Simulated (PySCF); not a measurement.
An unknown shows these calculated signals:

$^{1}$H NMR (500 MHz, computed): δ 5.26 (t, 2H), 3.88 (t, 2H), 1.07 (s, 9H), -0.42 (br s, 2H).

$^{13}$C{$^{1}$H} NMR (computed): δ 31.7 (CH3), 22.3 (C).

[PySCF 2.14.0 with density-fitted response routines: σ from GIAO-PBE/pcSseg-1; geometry from PBE0-D3(BJ)/def2-SVP; no solvent model; no relativistic terms; rapidly exchanging positions averaged; one computed conformer]

References, each an isolated molecule treated in the same way: TMS for $^{1}$H, $^{13}$C.

**Question.** Which of these does the molecule contain: an NH or NH2 group, a three-membered ring, a tert-butyl group, a CH3CH2 unit, a (CH3)2CH unit, a Si–H bond?

**Answer.** 
- An NH or NH2 group: yes (δH -0.42 (br s)).
- A three-membered ring: no.
- A tert-butyl group: yes (δC 31.7, 22.3; δH 1.07 (s)).
- A CH3CH2 unit: no.
- A (CH3)2CH unit: no.
- A Si–H bond: yes (δH 3.88 (t)).

The data belong to `InChI=1S/C4H15NSi2/c1-4(2,3)6-7-5/h5-7H2,1-3H3`; they needn't prove each group on their own.

Carbon signals by region: 2 below 50 ppm.

Exchangeable OH/NH protons stand at their gas-phase positions; hydrogen bonding in a real sample shifts them, mostly to higher δ. Shifts are as computed. Against solution values, carbons near 30 ppm lie about +2 ppm off and those near 130 ppm about +2 ppm. Of 1211 compounds with measured shifts, 218 miss one by over three times the rms of a fit or turn the order of signals round; such compounds aren't used in these exercises. No couplings were computed; multiplicities are counted from neighbouring protons, with m where these are inequivalent, close in shift, in a saturated or five-membered ring or joined by F or P, and br s for small geminal =CH2 splittings.
